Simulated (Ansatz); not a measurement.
Molecule: FeH, net charge 0, sextet state. The spin state was set by rule; other spins were not relaxed. 
Structure (B3LYP-D3(BJ)/def2-TZVP (Ansatz, a first-principles code) minimum search):
```xyz
2

Fe     0.0000     0.0000    -0.0627
H      0.0000     0.0000     1.6303
```
Charge 0, spin multiplicity 6.

Property: vertical ionisation energy (to the quintet state of charge +1; each state is the SCF solution reached for its spin; the UHF <S^2> is 6.11 for the quintet (pure: 6.00); for the quintet T1 is 0.048), in eV. Cores are frozen in the correlated levels unless marked. UHF or UKS for open shells. No spin-orbit coupling. The frozen core is the preceding noble-gas configuration, with the filled d and f shells of earlier blocks. Non-relativistic. CBS(X,Y): correlation extrapolated as X^-3; Hartree-Fock from the larger set.

```csv
level,program,vertical ionisation energy (eV)
r2SCAN/def2-TZVPD,Ansatz,7.27
B3LYP/def2-TZVPD,Ansatz,7.24
PBE0/def2-TZVPD,Ansatz,…
BHLYP/def2-TZVPD,Ansatz,…
wB97X-V/def2-TZVPD,Ansatz,7.08
CCSD/def2-SVPD,Ansatz,…
CCSD/def2-TZVPPD,Ansatz,…
"CCSD(T)/CBS(def2-TZVPPD,def2-QZVPPD)",Ansatz,7.25
```

Problem. Complete the blanks.

Solution. 
- PBE0/def2-TZVPD, vertical ionisation energy (eV): 7.21
- BHLYP/def2-TZVPD, vertical ionisation energy (eV): 7.18
- CCSD/def2-SVPD, vertical ionisation energy (eV): 7.04
- CCSD/def2-TZVPPD, vertical ionisation energy (eV): 7.19
